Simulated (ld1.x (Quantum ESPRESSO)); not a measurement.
**Ranking ultrasoft potentials for Fe**

All share these settings but for the change named:

Fe, ultrasoft, made with ld1.x (Quantum ESPRESSO) 7.5 (LDA (PZ), scalar-relativistic). Core [Ar], reference 3d7 4s1 4p0. Waves: 4s (bound): rcut 2.45, rcutus 3.05 bohr; 4s channel at 1.7 Ry: rcut 2.45, rcutus 3.05 bohr; 4p (bound, empty): rcut 3.05, rcutus 3.75 bohr; 4p channel at 0.75 Ry: rcut 3.05, rcutus 3.75 bohr; 3d (bound): rcut 1.75, rcutus 2.10 bohr; 3d channel at 3.5 Ry: rcut 1.75, rcutus 2.10 bohr. Local part: all-electron potential smoothed inside 1.90 bohr (lloc = -1). Core correction: a·sin(br)/r model core inside 1.90 bohr. Augmentation charge: PSQ, inside the norm-conserving radii.

Cutoff: the first of the cutoffs (Ry, on a coarse ladder) from which the occupation-weighted sum of valence levels, in a spherical-Bessel basis at the reference potential, stays within 10 and 1 mRy of its value at 400 Ry; the density cutoff is not measured.

The base gives 21 Ry.

Of 7 variants that were run, those that failed, showed a ghost or another fault, or gave nearly equal values are left out.

A variant can come out equal or close to the base.

Rank these variants from softest to hardest (loose cutoff).
A. wave 4p channel at 0.75 Ry: rcut 3.05, rcutus 3.75 bohr becomes 4p channel at 0.7 Ry: rcut 3.05, rcutus 3.75 bohr
B. local potential all-electron potential smoothed inside 3.45 bohr (lloc = -1)
C. waves 3d (bound): rcut 1.75, rcutus 3.20 bohr; 3d channel at 3.5 Ry: rcut 1.75, rcutus 3.20 bohr

C (8 Ry), A (21 Ry), B (25 Ry).
